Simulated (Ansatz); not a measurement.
Consider the substitution at a C–Cl bond: `CC(=N)CCl` + HBr → `CC(=N)CBr` + HCl.

Computed with Ansatz on PBE0-D4/def2-TZVP structures; ΔE is electronic, products minus reactants. CCSD(T)/CBS is the MP2 limit (def2-TZVPP, def2-QZVPP) plus CCSD(T) − MP2 in def2-TZVPP, frozen cores. This one scheme is used for every species. Functionals use def2-TZVPP. B3LYP here is the variant with VWN-RPA as its local correlation; programs differ in this. For Br outer-core shells are correlated without core-valence functions, which leaves a few kJ/mol of doubt a bond. Scalar relativity is left out up to krypton. Each species was taken in one conformer, which may not be the lowest.

**Question.** Is it downhill or uphill in electronic energy at CCSD(T)/CBS, and by how much? (An estimate is asked.)

**Answer.** Ansatz gave: Downhill: ΔE = -11.8 kJ/mol.

**Question.** What do these levels give: PBE-D4, PBE0-D4, ωB97X-V, ωB97M-V, B2PLYP, PBE, r2SCAN, B3LYP, SCS-MP2/def2-TZVPP, HF/def2-QZVPP, HF/CBS(def2), MP2/CBS(def2)? (An estimate is asked.)

**Answer.** Ansatz gave: PBE-D4 -9.4, PBE0-D4 -9.1, ωB97X-V -7.7, ωB97M-V -8.4, B2PLYP -10.2, PBE -8.4, r2SCAN -8.9, B3LYP -7.9, SCS-MP2/def2-TZVPP -13.6, HF/def2-QZVPP -6.2, HF/CBS(def2) -6.1, MP2/CBS(def2) -14.0 kJ/mol.

Largest T1 diagnostic among the species: 0.011.

In def2-TZVPP, CCSD(T) changes the Hartree–Fock value by −6.4 kJ/mol (the triples alone add −0.6 kJ/mol) and MP2 by −8.6 kJ/mol.
